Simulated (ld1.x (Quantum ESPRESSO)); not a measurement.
## Cutoff test, Pb (Z = 82), TM semilocal

| Quantity | Value |
| --- | --- |
| Element | Pb |
| Generator | ld1.x (Quantum ESPRESSO) 7.5 |
| Type | norm-conserving Troullier–Martins (semilocal form) |
| Functional | PBE |
| Relativity | scalar-relativistic |
| Frozen core | [Xe] 4f14 5d10 |
| Valence charge | 4 |
| Reference configuration | 6s1.75 6p2.25 |
| Partial waves | 6p (bound): rc 1.90 bohr; 6s (bound): rc 1.80 bohr |
| Local potential | the s channel |
| Core correction | a·sin(br)/r model core inside 0.85 bohr |

The pseudo-atom Hamiltonian at the reference potential is diagonalised in spherical Bessel functions j_l(qr) that vanish at 20 bohr, with q² up to the cutoff. All-electron valence levels (Ry): 6p -0.2708, 6s -0.9061.

How do the lowest levels (Ry) of each channel move with the cutoff, and are there ghosts?

| cutoff (Ry) | p #1 | p #2 | s #1 | s #2 | Σ f·Δε (mRy) |
| --- | --- | --- | --- | --- | --- |
| 8 | -0.2446 | 0.0236 | -0.8823 | -0.0424 | 100.8 |
| 12 | -0.2464 | 0.0234 | -0.8914 | -0.0433 | 80.7 |
| 18 | -0.2526 | 0.0228 | -0.8971 | -0.0437 | 56.6 |
| 25 | -0.2659 | 0.0214 | -0.9035 | -0.0442 | 15.6 |
| 30 | -0.2696 | 0.0210 | -0.9049 | -0.0443 | 4.9 |
| 40 | -0.2703 | 0.0209 | -0.9052 | -0.0443 | 2.6 |
| 50 | -0.2706 | 0.0209 | -0.9059 | -0.0443 | 1.0 |
| 60 | -0.2706 | 0.0209 | -0.9060 | -0.0444 | 0.7 |
| 400 | -0.2708 | 0.0209 | -0.9061 | -0.0444 | 0.0 |

Result: no extra level below or beside the all-electron valence levels (p, s tested); the semilocal form is local in each channel, so this says nothing of the separable form that plane-wave codes build from it; 10 mRy is reached at 30 Ry and 1 mRy at 50 Ry.
